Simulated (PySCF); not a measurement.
**How methods differ on the ionisation energy of Ga**

Ga [Ar] 3d10 4s2 4p1 (2P) → Ga⁺ [Ar] 3d10 4s2 (1S), as a difference of total energies. Computed with PySCF 2.14 in aug-cc-pVDZ-PP with ECP10MDF (5s4p3d, 32 functions), with scalar relativity through the core potential. Correlated levels: valence: 3s2 3p6 3d10 frozen. The calculations carry no spin-orbit coupling.

```csv
method,ionisation energy (eV)
UHF,5.521
LDA,5.987
PBE,5.918
PBE0,5.946
r2SCAN,6.068
B97-3,5.750
wB97X-V,5.815
MP2 (valence),5.673
SCS-MP2 (valence),5.651
```

Question: Estimate what BHandHLYP gives.

Answer: 5.848 eV, closest to wB97X-V among the rows shown.

Question: Estimate what BLYP gives.

Answer: 5.794 eV, closest to wB97X-V among the rows shown.

Errors of the correlated levels include the incompleteness of this basis and the frozen core.

For comparison: 5.931 eV (measured; NIST levels, between the centres of gravity of the two terms).
